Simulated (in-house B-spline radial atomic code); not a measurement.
## Ionising the tin ion Sn²⁺ with different functionals

Computed with an all-electron radial atomic-structure program (B-spline basis): non-relativistic Hamiltonian, point nucleus, spin-polarised at highest spin, spherical fractional occupations for the functionals, and exact exchange of hybrids averaged over the configuration. The ionisation energy is the difference of two self-consistent energies, [Kr] 4d10 5s2 → [Kr] 4d10 5s1, without Breit or QED terms; ε is the level of the shell that loses the electron (its least bound occupied spin orbital). There is no spin-orbit coupling in this Hamiltonian.

```tsv
method	rung	ΔSCF (eV)	-ε(5s) (eV)
PBE0	global hybrid	29.15	25.93
B3LYP	global hybrid	29.57	25.97
TPSSh	global hybrid	29.05	25.27
M06-2X	global hybrid	29.27	26.48
BHandHLYP	global hybrid	?	?
r2SCAN0	global hybrid	28.95	26.09
B97-1	global hybrid	29.43	25.73
HSE06	range-separated hybrid	29.20	25.61
wB97X	range-separated hybrid	29.30	28.40
CAM-B3LYP	range-separated hybrid	?	?
LC-wPBE	range-separated hybrid	28.95	28.51
```

(1) What does CAM-B3LYP give?

(2) What does BHandHLYP give?

(3) Among the functionals, which spreads more, the ΔSCF values or the orbital energies?

(4) How do they compare with the NIST value?

Answers

(1) ΔSCF 29.49 eV, and -ε(5s) = 27.46 eV.

(2) ΔSCF 29.08 eV, and -ε(5s) = 26.84 eV.

(3) The orbital energies: ΔSCF values span about 0.63 eV and the orbital energies 3.24 eV; here energy differences depend much less on the functional than eigenvalues do.

(4) NIST lists 30.506 eV ± 0.003 (measured, ground level to ground level). Errors run from -1.56 to -0.93 eV. The correlated functionals all miss on the same side by more than they spread, so the cause is common to them (relativity, Breit-QED terms, or a listed next ion that isn't the cheapest removal here) and closeness doesn't rank the functionals.
